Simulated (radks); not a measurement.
Q: These are the eigenvalues of the occupied orbitals of an atom or ion with whole-number occupations (hartree). All-electron calculation, scalar-relativistic Kohn-Sham, BLYP, spin-unpolarised, spherical densities, finite nucleus; Fermi nuclear charge, rms radius of each element as measured or else 0.836 A^(1/3) + 0.57 fm. Program: a radial shooting solver on a logarithmic mesh with Libxc functionals.

1s: -767.7932
2s: -110.2029
2p: -98.72475
3s: -19.81504
3p: -16.04797
3d: -9.94831
4s: -3.44079
4p: -2.40184
4d: -0.93778
5s: -0.73628

Which element is it, and in what charge state? The configuration may be excited.

A: Z = 43, technetium, charge +2: Tc2+ in [Kr] 4d4 5s1. The list shows which subshells hold electrons but not how many an open one holds; the 1s level, -767.79 hartree, gives Z - s = 39.2 by -(Z - s)^2/2, which with screening and relativity narrows Z to a few neighbours, and the depths of the outer levels then fix element, charge and occupations together.
